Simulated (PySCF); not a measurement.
Compound: C3H9FSi3 (charge +1 and doublet state).
Structure used (GFN2-xTB), in Å, numbered top down from 1:
```
atom  x, y, z in Å
F1     3.784   -0.867   -0.073
C2     3.473    0.468   -0.106
C3     2.038    0.641   -0.075
C4     0.829    0.703   -0.046
Si5   -1.004    0.736    0.000
Si6   -1.901   -0.627   -1.824
Si7   -1.803   -0.498    1.957
H8     3.896    0.883   -1.030
H9     3.942    0.939    0.767
H10   -1.338    2.163   -0.042
H11   -1.407    0.013   -3.034
H12   -3.349   -0.534   -1.659
H13   -1.373   -1.967   -1.594
H14   -3.258   -0.418    1.857
H15   -1.253    0.225    3.094
H16   -1.282   -1.851    1.796
```

The hyperfine couplings belong to this conformer and change with its torsions.

As a line formula: `[C+](=[C][SiH]([SiH3])[SiH3])CF` [radical] (charge +1).

Level of theory: PySCF, UKS B3LYP, pcH-1 on C F H Si, non-relativistic, mean-field spin-orbit, GIAO. Isolated species at its GFN2-xTB geometry, gas phase. A GFN2-xTB geometry isn't a minimum of the functional, and hyperfine couplings can be far from their values at a DFT geometry, by a factor of two or more for some ions and for spin on atoms past the first row. Stability of the SCF solution: not tested.

Question: Give the principal g shifts and their parts.

Answer: 
```
                    Δg (ppt)      1      2      3
relativistic mass correction  -0.15  -0.15  -0.15
            gauge correction   0.00   0.03   0.02
   orbital Zeeman/spin–orbit   1.17   3.90  12.88
                       total   1.02   3.78  12.75
```

So g = 2.00334, 2.00609, 2.01507 and g_iso = 2.00817; the tensor is rhombic: the two nearest values differ by 23 % of g3 − g1. Axes: g3 points within 11° of the C2–C3 bond.

Question: What are the electron Larmor frequencies g μB B/h along the three axes at 350 mT?

Answer: 9.8137, 9.8272, 9.8712 GHz for g1, g2 and g3, a range of 57.5 MHz.

Question: At 94.179 GHz, how far is the centre of the isotropic spectrum from where a free electron (g = 2.002319) resonates?

Answer: B = hν/(g μB) with μB/h = 13.99624 MHz/mT gives 3360.54 mT for the free electron and 3350.75 mT at g_iso, 9.79 mT lower.

Question: In a frozen sample, at which fields do the three g values resonate at 9.5, 34, 94 and 263 GHz (hyperfine left aside), and which band first spreads them over more than twice a line width of 0.5 mT?

Answer: 
```
band    GHz  B(g3) mT  B(g2) mT  B(g1) mT  spread mT
   X    9.5    336.84    338.35    338.81       1.97
   Q   34.0   1205.53   1210.92   1212.59       7.06
   W   94.0   3332.93   3347.84   3352.44      19.51
   J  263.0   9325.11   9366.83   9379.71      54.59
```

The spread grows in proportion to the frequency. X band is the first where it exceeds 1.0 mT.

Largest spin populations (Mulliken): Si5 (+0.24), C3 (+0.23), Si6 (+0.20) and Si7 (+0.20). Four atoms exceed +0.15.

The HOMO–LUMO gaps are 6.81 eV among the α and 2.27 eV among the β orbitals.

The SMILES draws the unpaired electron on C4; the largest computed Mulliken spin population is on Si5 (0.24 against 0.05).
